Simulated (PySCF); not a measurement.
Dipole response of F²⁺ (fluorine, charge +2)

[He] 2s2 2p3, high-spin 4S determinant. All numbers are calculated (PySCF 2.14, the spin-free X2C one-electron Hamiltonian (Gaussian nucleus), in dyall-av3z). Coupled (time-dependent) response in atomic units; α is the mean over directions.

```tsv
method	mean α (bohr³)	C₆ (like pair)	S(−4)
UHF	1.268	1.554	1.542
PBE	1.248	1.589	1.256
PBE0	1.241	1.566	1.283
BP86	1.244	1.585	1.243
BHandHLYP	1.212	1.519	1.193
```

S(−4) is the Cauchy moment in α(ω) = α(0) + S(−4) ω² + …

α(iu) at UHF:

```
u (hartree)  α(iu) (bohr³)
          0          1.268
     0.0500          1.264
      0.100          1.253
      0.200          1.211
      0.300          1.152
      0.500          1.013
      0.750         0.8561
       1.00         0.7314
       1.50         0.5525
       2.00         0.4299
       3.00         0.2768
       5.00         0.1378
```

A single London oscillator, α(iu) = α/(1 + u²/ω²), gives C₆ = (3/4) ω α². Matching the computed C₆ needs ω = 4 × 1.554 / (3 × 1.268²) = 1.29 hartree.

For an ion, C₆ is the dispersion term alone; charge-induced terms of lower order in 1/R come first.
